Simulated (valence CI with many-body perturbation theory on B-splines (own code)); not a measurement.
Level structure of Tl10+

Calculated by relativistic CI+MBPT: three valence electrons over a frozen Dirac-Fock core [Xe] 4f14, radial functions for each j: 7 s, 7 p, 8 d, 6 f, 4 g, 1 h, with the one-electron correlation potential Σ1 (screened to all orders), the two-electron term Σ2, the three-electron term Σ3, Breit, model QED; selected single and double excitations, second order for the rest, scaled by the run's own slope (own B-spline code, finite nucleus).

No measured levels were compared; by estimate terms of the open shell hold to 2 to 4 % of their energy, and close levels can change places. Excitations out of the core, of the other parity, are not computed and may begin above about 48.1 eV (a cautious bound); beyond it only levels of the ground parity were kept, without lifetimes.

Levels 46 to 81 of 81, with energies above the lowest level, (5d3/2^3) J=3/2. "Leading %" is the weight of the configuration and term that name the level; weights of strongly mixed levels are sums over their largest components and can fall short. In the jj column 3d3/2^4 stands for four electrons in 3d with j = 3/2.

| No. | Configuration | Term | J | E (cm⁻¹) | Leading % | g | Leading jj |
| --- | --- | --- | --- | --- | --- | --- | --- |
| 46 | 5d²6d | ⁴F | 3/2 | 689700 | 50 | 0.714 | 5d3/2^2 6d3/2 (89 %) |
| 47 | 5d²6d | ²F | 7/2 | 698120 | 37 | 1.020 | 5d3/2 5d5/2 6d3/2 (96 %) |
| 48 | 5d²6d | ⁴F | 3/2 | 700660 | 34 | 0.931 | 5d3/2^2 6d3/2 (68 %) |
| 49 | 5d²6d | ⁴H | 9/2 | 702120 | 39 | 1.004 | 5d3/2 5d5/2 6d3/2 (92 %) |
| 50 | 5d²6d | ⁴P | 3/2 | 703780 | 26 | 1.133 | 5d3/2 5d5/2 6d3/2 (73 %) |
| 51 | 5d²6d | ⁴F | 5/2 | 706850 | 57 | 1.052 | 5d3/2 5d5/2 6d3/2 (76 %) |
| 52 | 5d²6d | ⁴D | 5/2 | 707620 | 39 | 1.170 | 5d3/2 5d5/2 6d5/2 (90 %) |
| 53 | 5d²6d | ⁴H | 11/2 | 709240 | 74 | 1.148 | 5d3/2 5d5/2 6d5/2 (97 %) |
| 54 | 5d²6d | ⁴G | 9/2 | 710250 | 54 | 1.089 | 5d3/2 5d5/2 6d5/2 (92 %) |
| 55 | 5d²6d | ²P | 1/2 | 710620 | 50 | 0.705 | 5d3/2 5d5/2 6d5/2 (89 %) |
| 56 | 5d²6d | ⁴D | 5/2 | 712200 | 29 | 1.155 | 5d3/2^2 6d5/2 (62 %) |
| 57 | 5d²6d | ⁴D | 7/2 | 712690 | 33 | 1.135 | 5d3/2 5d5/2 6d5/2 (60 %) |
| 58 | 5d²6d | ⁴D | 5/2 | 712710 | 30 | 1.125 | 5d3/2 5d5/2 6d3/2 (84 %) |
| 59 | 5d²6d | ²H | 11/2 | 713530 | 41 | 1.114 | 5d3/2 5d5/2 6d3/2 (68 %) |
| 60 | 5d²6d | ²D | 3/2 | 714370 | 52 | 0.963 | 5d3/2 5d5/2 6d3/2 (55 %) |
| 61 | 5d²6d | ²P | 3/2 | 715570 | 38 | 1.287 | 5d3/2 5d5/2 6d5/2 (62 %) |
| 62 | 5d²6d | ⁴F | 5/2 | 715970 | 53 | 1.113 | 5d3/2 5d5/2 6d3/2 (83 %) |
| 63 | 5d²6d | ⁴F | 7/2 | 716080 | 43 | 1.098 | 5d3/2 5d5/2 6d3/2 (59 %) |
| 64 | 5d²6d | ²P | 3/2 | 718350 | 35 | 1.173 | 5d3/2 5d5/2 6d3/2 (90 %) |
| 65 | 5d²6d | ²G | 7/2 | 718580 | 46 | 1.043 | 5d3/2 5d5/2 6d3/2 (73 %) |
| 66 | 5d²6d | ⁴D | 1/2 | 718920 | 50 | 0.768 | 5d3/2 5d5/2 6d3/2 (76 %) |
| 67 | 5d²6d | ²G | 9/2 | 719000 | 48 | 1.067 | 5d3/2 5d5/2 6d3/2 (68 %) |
| 68 | 5d²6d | ²F | 7/2 | 720220 | 58 | 1.197 | 5d3/2 5d5/2 6d5/2 (76 %) |
| 69 | 5d²6d | ⁴P | 1/2 | 721160 | 53 | 1.704 | 5d3/2 5d5/2 6d3/2 (92 %) |
| 70 | 5d²6d | ²G | 9/2 | 721530 | 43 | 1.174 | 5d3/2 5d5/2 6d5/2 (80 %) |
| 71 | 5d²6d | ⁴H | 13/2 | 723250 | 70 | 1.186 | 5d3/2 5d5/2 6d5/2 (74 %) |
| 72 | 5d²6d | ²P | 3/2 | 723900 | 42 | 1.201 | 5d3/2 5d5/2 6d5/2 (82 %) |
| 73 | 5d²6d | ²G | 9/2 | 724080 | 54 | 1.191 | 5d3/2 5d5/2 6d5/2 (89 %) |
| 74 | 5d²6d | ²F | 5/2 | 725480 | 47 | 1.155 | 5d3/2 5d5/2 6d5/2 (87 %) |
| 75 | 5d²6d | ²P | 1/2 | 726800 | 35 | 1.003 | 5d3/2 5d5/2 6d5/2 (76 %) |
| 76 | 5d²6d | ⁴D | 7/2 | 727120 | 41 | 1.295 | 5d3/2 5d5/2 6d5/2 (94 %) |
| 77 | 5d²6d | ²I | 11/2 | 727670 | 34 | 1.096 | 5d3/2 5d5/2 6d5/2 (52 %) |
| 78 | 5d²6d | ⁴D | 3/2 | 727700 | 43 | 1.140 | 5d3/2 5d5/2 6d5/2 (81 %) |
| 79 | 5d²6d | ²D | 5/2 | 729240 | 48 | 1.168 | 5d3/2 5d5/2 6d5/2 (72 %) |
| 80 | 5d²6d | ⁴D | 7/2 | 730280 | 32 | 1.154 | 5d3/2 5d5/2 6d5/2 (68 %) |
| 81 | 5d²6d | ⁴P | 5/2 | 731120 | 64 | 1.424 | 5d3/2 5d5/2 6d3/2 (48 %) |

Where two levels of one J and parity lie close, their mixing, g and order are uncertain.
